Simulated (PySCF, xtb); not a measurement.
Be(H)(Et) (C2H6Be), SMILES [BeH][CH2]C.

GFN2-xTB run with xtb at its own geometry gives an orbital gap of 4.58 eV and a dipole moment of 0.49 D.

Coordinates come from a PBE-D3(BJ)/def2-TZVP optimisation.

Task: What does HF/def2-TZVPD (PySCF) give? (Estimate from the structure and the level; the computed values follow.)

Result: gap 12.26 eV (levels -10.96 and 1.31 eV), dipole 0.50 D.
